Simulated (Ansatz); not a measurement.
Harmonic frequencies (cm⁻¹) at PBE0-D4/def2-TZVP from Ansatz: 163, 173, 175, 189, 195, 200, 551, 578, 590, 613, 702, 718, 1194, 1402, 1414, 3033, 3126, 3161.

(1) Which molecule is it?
A. `[NH]=[Mo](=[NH])([NH2])[OH]`
B. `[CH3][Mo](=[O])(=[O])[F]`
C. `[CH3][Mo]([F])(=[S])=[S]`
D. `[NH2][Mo](=[O])(=[O])[F]`

Answers

(1) C.
